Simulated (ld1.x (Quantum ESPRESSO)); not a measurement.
**holmium: TM pseudisation with revPBE, fully relativistic reference atom.**

ld1.x (Quantum ESPRESSO) 7.5 input, shortened:

```
&input
   title='Ho', zed=67., rel=2, dft='REVPBE', iswitch=3,
   config='[Xe] 4f10 5d1 6s1.5 6p0', rel_dist='average'
 /
 &inputp
   pseudotype=2, tm=.true., lloc=0,
   nlcc=.true., rcore=1.35
 /
3
6P  2  1   0.00   0.00  3.50  3.50  0.0
5D  3  2   1.00   0.00  1.80  1.80  0.0
6S  1  0   1.50   0.00  3.24  3.24  0.0
 &test
   configts(1)='5d1 6s1.5 6p0'
 /
```

Open shells are filled in proportion to 2j + 1 (rel_dist='average').

Poles of the logarithmic derivatives, all-electron (AE) and pseudo (PS). s: poles at 0.3, 4.4 (AE) and 0.3, 3.1 (PS) Ry. p1/2: poles at -2.6, 1.0 (AE) and 0.9, 4.4 (PS) Ry. p3/2: poles at -2.2, 1.2 (AE) and 1.0, 4.6 (PS) Ry. d3/2: poles at -0.2, 2.6 (AE) and -0.2, 3.2 (PS) Ry. d5/2: poles at -0.1, 2.7 (AE) and -0.1, 3.2 (PS) Ry. Test radius 3.82 bohr.

* Cutoffs needed: 18 Ry and 21 Ry (the cutoffs (Ry, on a coarse ladder) from which the occupation-weighted sum of valence levels, in a spherical-Bessel basis at the reference potential, stays within 10 and 1 mRy of its value at 400 Ry)
* Ghost test: no extra level below or beside the all-electron valence levels (p1/2, p3/2, d3/2, d5/2, s, f tested) (spherical-Bessel basis up to 400 Ry, 20 bohr box)
* Largest excitation error: -137 meV (all-electron minus pseudo) for 5d0 6s2 6p1, out of 7 test configurations
